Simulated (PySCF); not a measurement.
# Diatomic anions of H with group 13

CCSD(T) with triple-zeta basis sets in PySCF, for the lowest determinant that a PBE0 search found; no spin–orbit coupling. De refers to high-spin ground-configuration atoms (the charge goes to the atom of lower measured ionisation energy or higher electron affinity, which is not always the lowest computed limit).

```csv
M,basis,"reference, frozen orbitals",charged atom,state (unpaired electrons),Re (Å),ωe (cm⁻¹),De (eV)
B,def2-TZVPPD,"UHF, 1",H−,doublet (π ↑),1.257,2119,n/a
Al,def2-TZVPPD,"UHF, 5",H−,doublet (π ↑),1.697,1461,n/a
Ga,def2-TZVPPD,"UHF, 9",H−,doublet (π ↑),1.709,1382,n/a
In,def2-TZVPPD,"UHF, 4",H−,doublet (π ↑),1.881,1287,n/a
```

The shortest bond is that of BH⁻ (1.257 Å), the longest that of InH⁻ (1.881 Å).

Down a group the atoms grow and get heavier, so bonds lengthen and wavenumbers fall; this series shows no clear exception.

Correlated steps freeze the inner cores (1 to 9 orbitals); shallow outer-core shells are correlated. These are scalar-relativistic numbers at best; spin–orbit coupling would shift them, the dissociation energy most. States were picked by a PBE0 search and need not be the measured ground states.
